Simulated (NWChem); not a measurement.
Molecule: SnIBr, singlet; SMILES [I][Sn][Br]

Low-valent species are run as closed-shell singlets; no triplet was tried in these runs. This build's default masses of Se (78.918 u) and Br (79.917 u) are each other's, which moves their modes by up to 0.6 %. def2 effective core potentials on Sn, I; no spin-orbit coupling.

Question: Give the equilibrium geometry at PBE-D3(BJ)/def2-SVP with def2 effective core potentials on Sn, I (NWChem) as a Z-matrix, with the point group.

Answer: point group Cs; any orientation.
```
Sn
Br 1 2.5640
I 1 2.7700 2 100.91
```
